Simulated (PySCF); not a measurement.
C3H4Cl2. Atoms are numbered in the order given.

```xyz
9

Cl     1.4808     0.0000     0.7735
C      0.0000     0.0000    -0.2059
Cl    -1.4808     0.0000     0.7735
C      0.0000    -0.7619    -1.4986
C      0.0000     0.7619    -1.4986
H     -0.9301    -1.2842    -1.7698
H      0.9301    -1.2842    -1.7698
H     -0.9301     1.2842    -1.7698
H      0.9301     1.2842    -1.7698
```

Coordinates come from a PBE-D3(BJ)/def2-SVP optimisation.

Computed with PBE-D3(BJ)/def2-SVP in PySCF 2.14.0.

Frequencies are harmonic and unscaled.

```json
[
 {"mode": "1", "ν (cm⁻¹)": "262", "IR (km/mol)": "1.3", "moving atoms (share of kinetic energy)": "Cl 77 %, C 21 %"},
 {"mode": "2", "ν (cm⁻¹)": "284", "IR (km/mol)": "0.1", "moving atoms (share of kinetic energy)": "Cl 44 %, C 34 %, H 22 %"},
 {"mode": "3", "ν (cm⁻¹)": "285", "IR (km/mol)": "0.0", "moving atoms (share of kinetic energy)": "H 44 %, C 42 %, Cl 13 %"},
 {"mode": "4", "ν (cm⁻¹)": "396", "IR (km/mol)": "0.0", "moving atoms (share of kinetic energy)": "C 73 %, H 17 %, Cl 10 %"},
 {"mode": "5", "ν (cm⁻¹)": "492", "IR (km/mol)": "14.1", "moving atoms (share of kinetic energy)": "Cl 58 %, C 35 %"},
 {"mode": "6", "ν (cm⁻¹)": "678", "IR (km/mol)": "69.6", "moving atoms (share of kinetic energy)": "C 46 %, H 33 %, Cl 21 %"},
 {"mode": "7", "ν (cm⁻¹)": "739", "IR (km/mol)": "4.5", "moving atoms (share of kinetic energy)": "H 93 %"},
 {"mode": "8", "ν (cm⁻¹)": "860", "IR (km/mol)": "0.0", "moving atoms (share of kinetic energy)": "H 83 %, C 16 %"},
 {"mode": "9", "ν (cm⁻¹)": "901", "IR (km/mol)": "0.3", "moving atoms (share of kinetic energy)": "C 75 %, H 24 %"},
 {"mode": "10", "ν (cm⁻¹)": "958", "IR (km/mol)": "13.9", "moving atoms (share of kinetic energy)": "C 87 %, H 13 %"},
 {"mode": "11", "ν (cm⁻¹)": "1003", "IR (km/mol)": "26.2", "moving atoms (share of kinetic energy)": "H 70 %, C 30 %"},
 {"mode": "12", "ν (cm⁻¹)": "1024", "IR (km/mol)": "0.0", "moving atoms (share of kinetic energy)": "H 62 %, C 38 %"},
 {"mode": "13", "ν (cm⁻¹)": "1095", "IR (km/mol)": "62.8", "moving atoms (share of kinetic energy)": "H 52 %, C 47 %"},
 {"mode": "14", "ν (cm⁻¹)": "1124", "IR (km/mol)": "0.0", "moving atoms (share of kinetic energy)": "H 78 %, C 22 %"},
 {"mode": "15", "ν (cm⁻¹)": "1245", "IR (km/mol)": "16.6", "moving atoms (share of kinetic energy)": "C 62 %, H 38 %"},
 {"mode": "16", "ν (cm⁻¹)": "1363", "IR (km/mol)": "8.5", "moving atoms (share of kinetic energy)": "H 92 %, C 8 %"},
 {"mode": "17", "ν (cm⁻¹)": "1414", "IR (km/mol)": "19.8", "moving atoms (share of kinetic energy)": "H 61 %, C 39 %"},
 {"mode": "18", "ν (cm⁻¹)": "3072", "IR (km/mol)": "2.3", "moving atoms (share of kinetic energy)": "H 95 %"},
 {"mode": "19", "ν (cm⁻¹)": "3073", "IR (km/mol)": "0.0", "moving atoms (share of kinetic energy)": "H 95 %"},
 {"mode": "20", "ν (cm⁻¹)": "3170", "IR (km/mol)": "0.0", "moving atoms (share of kinetic energy)": "H 89 %, C 11 %"},
 {"mode": "21", "ν (cm⁻¹)": "3178", "IR (km/mol)": "0.0", "moving atoms (share of kinetic energy)": "H 89 %, C 11 %"}
]
```
